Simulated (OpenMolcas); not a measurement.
# Pt2+ in LiF

Pt2+ with its 6 nearest fluoride ions at 2.076 Å, on the Li site of LiF (a = 4.028 Å, distance in the model lattice 2.014 Å). The rest of the host is ab initio model potentials to 7.6 Å and point charges beyond; the distance is set by hand and nothing relaxes, and no local charge compensation is placed. Ligand basis ANO-RCC-VDZP.

```
Program             : OpenMolcas
Method              : CASSCF
Basis               : ANO-RCC-VTZP [8s7p5d3f1g]
Scalar Hamiltonian  : DKH2, point nucleus
Active space        : 8 electrons in 5 orbitals (5d)
State averaging     : 2S+1 = 3 even, 10 roots; 2S+1 = 1 even, 15 roots
Spin-orbit coupling : state interaction with AMFI integrals over the reference wave functions
```

The lowest spin-free states (labels of O, the rotations of Oh), above the lowest:

```
State  Degeneracy  E (cm-1)
  3A2           1       0.0
   1E           2     12451
  3T2           3     22667
  1A1           1     22717
  3T1           3     30733
  1T2           3     34557
  1T1           3     37942
  3T1           3     48805
   1E           2     58620
  1T2           3     58775
  1A1           1     76980
```

The lowest levels with spin-orbit coupling:

```tsv
E (cm-1)	Degeneracy	Label	2S+1
0.0	3	T2	3
11187	2	E	1 (83 %)
20917	1	A1	1 (72 %)
21618	3	T1	3
21618	2	E	3
24492	3	T2	3
26746	1	A2	3
32700	3	T2	3 (86 %)
32749	3	T1	3
33954	1	A1	3 (72 %)
35216	2	E	3 (86 %)
36161	3	T2	1 (67 %)
40510	3	T1	1 (90 %)
48393	1	A1	3
51049	3	T1	3
52659	2	E	3
53307	3	T2	3 (76 %)
62453	2	E	1
62813	3	T2	1 (86 %)
81750	1	A1	1
```

Powder χT (cm3 K/mol): 1.51 at 2 K, 1.51 at 10 K, 1.52 at 50 K, 1.52 at 100 K, 1.53 at 200 K, 1.53 at 300 K. The effective moment at 300 K is 2.828 √(χT) = 3.50 μB.

The lowest level has 2S+1 = 3, for which the spin-only value is χT = S(S+1) / 2 = 1.000 cm3 K/mol (g = 2). The computed 1.532 at 300 K differs by +0.532, through orbital momentum, spin-orbit coupling and any other state in reach.

Metal share of the active 5d orbitals (Löwdin): 83, 83, 93, 93, 93 %; Mulliken charge of the metal 1.15.

A least-squares ligand-field fit to the states below 45000 cm-1, each weighted by its degeneracy and with a free common offset, gives 10Dq = 22310 cm-1, B = 790 cm-1 and C = 3003 cm-1 (C/B = 3.80), with an rms deviation of 113 cm-1.

The same method and metal basis give the free ion B = 865 cm-1 (fit to its terms below 60000 cm-1, rms deviation 8 cm-1), so the nephelauxetic ratio is β = 790 / 865 = 0.91; it hangs on how both fits weigh the states, and computed free-ion B values tend to be too large, so β mixes covalency with correlation.

Without dynamic correlation the repulsion within the d shell is too large (B by tens of per cent), so at a given field states of lower spin stand too high. Real 4d8 and 5d8 ions are as a rule square planar and diamagnetic. The least metal-like active orbital is 83 % on the metal (Löwdin) and no ligand orbital is active, so the numbers are rough. With metal d orbitals alone the field can be off either way by tens of per cent. Ligand-to-metal charge-transfer states are missing. With no ligand orbital active B as a rule stays too high, so bands that hang on it stand too high and its fall with covalency is understated. No measured value stands beside these numbers; the geometry was set by hand and not optimised.

The RASSCF and RASSI steps took 34 s on 1 thread of Arm Neoverse V1, on a shared host; the integral step is not counted.
